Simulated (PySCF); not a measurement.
**Electronic structure of Kr (krypton, neutral) at the UHF level**

Configuration: [Kr], closed-shell 1S. Calculation: PySCF 2.14, in aug-cc-pVQZ-PP with one added diffuse shell each of s, p, d, f, g type with ECP10MDF (8s7p6d4f3g, 114 functions); a scalar-relativistic core potential.

* Total energy: -462.200062 hartree
* One-electron energy: -808.8252 hartree
* Hartree (Coulomb) energy: 378.6181 hartree
* Exchange energy: -31.9929 hartree
* ⟨S²⟩: 0.0000
* ⟨L²⟩: 0.000
* Sum of ⟨r⟩: 24.67 bohr
* Sum of ⟨r²⟩: 38.74 bohr²

```
shell  electrons  mean orbital energy (hartree)  rms radius, mean of both spins (bohr)
   3s          2                      -10.80711                                  0.567
   3p          6                       -8.48541                                  0.583
   3d         10                       -3.75331                                  0.605
   4s          2                       -1.18782                                   1.71
   4p          6                       -0.52322                                   2.10
```

Energies and moments cover only the electrons outside the core potential.
